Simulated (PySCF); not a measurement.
## Calculated data, BH₂O, AlB₂H₅O, CH₇NOSi, CH₄B₂O and others

All values are calculated (PySCF 2.14.0). Calculation on a computer-drawn molecule: optimised geometry and harmonic frequencies of an isolated molecule of the commonest isotopes, restricted reference for singlets and unrestricted otherwise, frozen core in MP2.

Common to all runs: multiplicity 1.

(1) BH₂O

Start structure:
```xyz
4
BH2O
B      1.0865    -2.9213     2.2928
O      0.7580    -3.5229     1.2878
H      1.4482    -2.3645     3.2566
H      0.1863    -3.8043     0.5752
```

It was run with charge 1, method MP2 and basis cc-pVDZ.

The calculation gives: rotational constants 32.25, 32.25 GHz; total energy -100.7029 hartree; convergence status largest gradient component 9.68e-06 hartree/bohr.

Drawn bonds:
```tsv
atom	other atom	order
1	2	1
1	3	1
2	4	1
```

Optimised structure:
```xyz
4
BH2O
B      1.0766    -2.9026     2.3124
O      0.6254    -3.4495     1.3102
H      1.5097    -2.3775     3.2746
H      0.2674    -3.8834     0.5151
```

Modes:
```tsv
frequency (cm⁻¹)	reduced mass (dalton)
109.3	1.247
109.5	1.247
760.3	1.284
760.3	1.284
1755	4.283
2939	1.18
3787	1.088
```

(2) AlB₂H₅O

Start structure:
```xyz
9
AlB2H5O
B     -0.4290    -0.2903    -1.3164
Al    -0.6016     1.4456    -0.2019
B     -1.9253     2.6609     0.8764
O     -1.2233     3.6714     1.3444
H     -1.2660    -1.1272    -1.4362
H      0.5558    -0.7018    -1.9900
H      0.7572     2.3305    -0.1708
H     -3.0361     2.5948     1.2873
H     -0.2837     3.7692     1.0750
```

It was run with charge 0, method HF and basis cc-pV(D+d)Z.

It finds rotational constants 21.03, 2.195, 2.021 GHz; total energy -369.0406 hartree; convergence status largest gradient component 2.201e-05 hartree/bohr.

Drawn bonds:
```tsv
atom	other atom	order
1	2	1
2	3	1
3	4	1
1	5	1
1	6	1
2	7	1
3	8	1
4	9	1
```

Optimised structure:
```xyz
9
AlB2H5O
B     -0.5254    -0.3236    -1.3288
Al    -0.1925     1.4726    -0.1935
B     -1.7662     2.6920     0.7340
O     -1.5041     3.8177     1.4397
H     -0.5524    -1.4191    -0.8254
H     -0.7001    -0.3193    -2.5219
H      1.3197     1.9664    -0.0050
H     -2.9436     2.4281     0.6667
H     -0.5874     4.0382     1.5019
```

Modes:
```tsv
frequency (cm⁻¹)	reduced mass (dalton)
47.85	2.657
103.6	3.771
186.4	1.069
257.5	3.661
354.6	1.068
496.1	2.822
524.6	1.346
586.6	4.502
646.3	1.566
663.7	1.422
896.5	1.153
904.9	1.369
1082	1.107
1243	1.154
1258	1.36
1359	4.879
1903	1.042
2630	1.074
2638	1.071
2697	1.119
4161	1.067
```

(3) CH₇NOSi

Start structure:
```xyz
11
CH7NOSi
N      0.1090    -0.0915     0.9697
C     -0.4059    -1.3330     0.4371
Si    -2.1698    -1.2210    -0.2482
O     -3.1573    -0.8588     0.9364
H     -0.5056     0.1983     1.7487
H      1.0415    -0.1691     1.4438
H      0.3498    -1.6987    -0.3631
H     -0.2781    -2.1784     1.1871
H     -2.4403    -2.4461    -0.9453
H     -2.2457    -0.0612    -1.1660
H     -3.3404    -1.4140     1.6691
```

Settings of this run: charge 0, method HF and basis cc-pV(D+d)Z.

It finds rotational constants 10.32, 3.716, 3.066 GHz; total energy -460.2347 hartree; convergence status largest gradient component 1.831e-05 hartree/bohr.

Drawn bonds:
```tsv
atom	other atom	order
1	2	1
2	3	1
3	4	1
1	5	1
1	6	1
2	7	1
2	8	1
3	9	1
3	10	1
4	11	1
```

Optimised structure:
```xyz
11
CH7NOSi
N      0.0853    -0.0890     1.0433
C     -0.3320    -1.3454     0.4269
Si    -2.0919    -1.1992    -0.2203
O     -3.1279    -0.7539     0.9946
H     -0.5085     0.1300     1.8253
H      1.0195    -0.1616     1.4086
H      0.3138    -1.5499    -0.4346
H     -0.2455    -2.2247     1.0856
H     -2.5038    -2.5108    -0.7829
H     -2.1844    -0.1504    -1.2509
H     -3.4675    -1.4186     1.5737
```

Modes:
```tsv
frequency (cm⁻¹)	reduced mass (dalton)
105	3.329
167.9	1.052
193.7	2.25
280.6	1.463
368.9	1.869
608.6	1.557
675.5	2.164
752.2	1.073
844	1.342
872.9	4.79
932.7	1.216
973.7	1.274
1016	1.164
1040	1.229
1138	2.491
1193	1.21
1364	1.239
1473	1.426
1579	1.082
1793	1.085
2284	1.041
2351	1.04
3088	1.072
3181	1.088
3714	1.051
3791	1.093
4183	1.067
```

(4) CH₄B₂O

Start structure:
```xyz
8
CH4B2O
B     -1.6802     1.4751    -0.8974
C     -0.4602     0.9984    -0.1546
B      0.7931     1.5869    -0.3584
O      1.9100     2.1727    -0.5828
H     -2.7233     1.0606    -0.7433
H     -1.5447     2.4301    -1.6724
H     -0.6279     0.2049     0.5949
H      2.2485     2.9597    -0.1342
```

Settings of this run: charge 0, method HF and basis cc-pVDZ.

It finds rotational constants 31.17, 4.548, 4.011 GHz; total energy -164.4423 hartree; convergence status largest gradient component 1.608e-05 hartree/bohr.

Drawn bonds:
```tsv
atom	other atom	order
1	2	1
2	3	2
3	4	1
1	5	1
1	6	1
2	7	1
4	8	1
```

Optimised structure:
```xyz
8
CH4B2O
B     -1.5973     1.5324    -0.8805
C     -0.4640     0.9321    -0.0718
B      0.7580     1.5622    -0.3488
O      1.8592     2.1823    -0.6655
H     -2.7322     1.1414    -0.7887
H     -1.3741     2.4424    -1.6470
H     -0.5843     0.1212     0.6335
H      2.0500     2.9745    -0.1795
```

Modes:
```tsv
frequency (cm⁻¹)	reduced mass (dalton)
128.8	3.01
271.6	1.231
420.2	1.387
483.6	2.37
534.5	4.176
821.6	1.499
827.7	1.192
977.8	1.98
1046	1.337
1059	1.372
1115	1.934
1255	1.57
1373	1.762
1824	9.664
2611	1.064
2687	1.115
3361	1.091
4122	1.066
```

(5) AlBF₂

Start structure:
```xyz
4
AlBF2
F     -2.2406    -0.5278    -1.8665
B     -2.1048    -0.0351    -0.6324
F     -2.9917    -0.5293     0.2354
Al    -0.5278     1.4865    -0.0675
```

It was run with charge 0, method MP2 and basis cc-pV(D+d)Z.

Results for AlBF₂: rotational constants 10.32, 3.501, 2.614 GHz; total energy -466.0497 hartree; convergence status largest gradient component 2.263e-06 hartree/bohr.

Drawn bonds:
```tsv
atom	other atom	order
1	2	1
2	3	1
2	4	1
```

Optimised structure:
```xyz
4
AlBF2
F     -2.2351    -0.5286    -1.8847
B     -2.1037    -0.0341    -0.6320
F     -2.9990    -0.5302     0.2529
Al    -0.5271     1.4872    -0.0673
```

Modes:
```tsv
frequency (cm⁻¹)	reduced mass (dalton)
117.9	18.05
308.6	22.85
349.8	11.84
566.7	17.04
1177	12.81
1256	12.61
```

(6) AlClH

Start structure:
```xyz
3
AlClH
Al    -0.5684     3.3533     2.6899
Cl    -2.4425     2.9612     2.3991
H      0.9428     3.6958     2.9411
```

Settings of this run: charge 1, method HF and basis cc-pV(D+d)Z.

Results for AlClH: rotational constants 7.376, 7.376 GHz; total energy -701.7786 hartree; convergence status largest gradient component 8.625e-06 hartree/bohr.

Drawn bonds:
```tsv
atom	other atom	order
1	2	1
1	3	1
```

Optimised structure:
```xyz
3
AlClH
Al    -0.5374     3.3697     2.7010
Cl    -2.4770     2.9495     2.3909
H      0.9463     3.6911     2.9382
```

Modes:
```tsv
frequency (cm⁻¹)	reduced mass (dalton)
427.1	1.137
427.1	1.137
646.1	17.76
2179	1.048
```

(7) B₂H₃

Start structure:
```xyz
5
B2H3
B     -2.5661    -0.1373     0.4694
B     -2.8585    -0.1126     2.1756
H     -2.3668    -0.1541    -0.6932
H     -2.6198    -1.1057     2.7825
H     -3.2809     0.8961     2.6402
```

It was run with charge 1, method MP2 and basis cc-pVDZ.

The calculation gives: rotational constants 221.9, 20.52, 18.79 GHz; total energy -50.8610 hartree; convergence status largest gradient component 1.101e-05 hartree/bohr.

Drawn bonds:
```tsv
atom	other atom	order
1	2	1
1	3	1
2	4	1
2	5	1
```

Optimised structure:
```xyz
5
B2H3
B     -2.5665    -0.1374     0.4720
B     -2.8579    -0.1128     2.1722
H     -2.3659    -0.1539    -0.6993
H     -2.6184    -1.1119     2.7867
H     -3.2835     0.9024     2.6429
```

Modes:
```tsv
frequency (cm⁻¹)	reduced mass (dalton)
437.9	1.064
620.2	1.143
836.7	4.897
904.3	1.443
950.2	1.428
1143	1.122
2681	1.044
2811	1.132
2857	1.104
```

(8) BClH₂O₂

Start structure:
```xyz
6
BClH2O2
O     -2.8981    -0.0991    -0.2327
B     -1.6748    -0.2856     0.3051
O     -0.5171    -0.3944    -0.3793
Cl    -1.5799    -0.3972     2.0705
H     -2.9273    -0.0423    -1.1755
H     -0.5892    -0.3323    -1.3195
```

It was run with charge 0, method MP2 and basis cc-pV(D+d)Z.

It finds rotational constants 9.976, 4.715, 3.202 GHz; total energy -635.8404 hartree; convergence status largest gradient component 1.345e-05 hartree/bohr.

Drawn bonds:
```tsv
atom	other atom	order
1	2	1
2	3	1
2	4	1
1	5	1
3	6	1
```

Optimised structure:
```xyz
6
BClH2O2
O     -2.9203    -0.0968    -0.2245
B     -1.6744    -0.2861     0.3133
O     -0.4942    -0.3977    -0.3739
Cl    -1.5798    -0.3973     2.0726
H     -2.9023    -0.0447    -1.1890
H     -0.6154    -0.3283    -1.3299
```

Modes:
```tsv
frequency (cm⁻¹)	reduced mass (dalton)
351.8	10.01
396.4	1.061
418.3	5.411
515.5	1.204
622	6.723
688.9	4.58
986.7	1.095
1025	2.232
1318	2.748
1435	11.57
3874	1.067
3883	1.065
```

(9) CH₄AlFSi

Start structure:
```xyz
8
CH4AlFSi
F     -1.5222     0.1332    -0.1601
Al    -0.7383     1.4330     0.1511
C      1.1126     1.4766     0.6422
Si     2.2134     0.0764     0.8193
H     -1.5986     2.7062    -0.0558
H      1.6785     2.4286     0.7627
H      1.7944    -1.3493     0.6581
H      3.6308     0.0440     1.2496
```

Settings of this run: charge 0, method HF and basis cc-pV(D+d)Z.

It finds rotational constants 9.909, 2.37, 1.913 GHz; total energy -670.5280 hartree; convergence status largest gradient component 3.492e-05 hartree/bohr.

Drawn bonds:
```tsv
atom	other atom	order
1	2	1
2	3	1
3	4	2
2	5	1
3	6	1
4	7	1
4	8	1
```

Optimised structure:
```xyz
8
CH4AlFSi
F     -1.3426    -0.0324    -0.1061
Al    -0.6510     1.4588     0.1429
C      1.1878     1.4884     0.6339
Si     2.1290     0.0845     0.8215
H     -1.5910     2.7018    -0.0536
H      1.6863     2.4407     0.8081
H      1.5975    -1.2712     0.6205
H      3.5545     0.0781     1.1998
```

Modes:
```tsv
frequency (cm⁻¹)	reduced mass (dalton)
103.1	6.805
116.3	2.591
271.4	1.17
304.1	4.819
538.2	1.372
575.5	2.315
659.3	1.198
675.3	1.146
750.8	2.005
820.1	1.085
866.3	5.878
990.6	1.327
1045	1.078
1187	4.557
2026	1.043
2352	1.04
2383	1.044
3291	1.086
```

(10) AlBH₂O₂

Start structure:
```xyz
6
AlBH2O2
O      0.9206    -0.9578     1.8912
B      0.1510    -0.0826     2.1715
Al    -1.1735     1.4894     2.5731
O     -2.6657     1.5039     1.8732
H     -0.8361     2.5893     3.6024
H     -3.4855     1.6316     1.4796
```

It was run with charge 0, method HF and basis cc-pV(D+d)Z.

Drawn bonds:
```tsv
atom	other atom	order
1	2	2
2	3	1
3	4	1
3	5	1
4	6	1
```

To be estimated
1. Estimate the total energy of AlBH₂O₂ (entry 10).

Answers
1. -417.6107 hartree

Further results for AlBH₂O₂ (entry 10):

```
rotational constants                          : 21.84, 2.624, 2.343 GHz
convergence status largest gradient component : 2.036e-05 hartree/bohr
```

Optimised structure:
```xyz
6
AlBH2O2
O      0.9683    -0.9696     1.9548
B      0.1737    -0.1098     2.1568
Al    -1.2202     1.4471     2.5462
O     -2.6633     1.3204     1.6969
H     -0.9179     2.6173     3.5474
H     -3.4298     1.8685     1.6888
```

Modes:
```tsv
frequency (cm⁻¹)	reduced mass (dalton)
145.4	6.573
270.7	3.147
368.8	7.516
416.3	1.261
472.4	5.866
538.5	1.454
548.4	1.286
722.8	1.233
913.8	6.034
2036	1.046
2122	12.06
4228	1.068
```
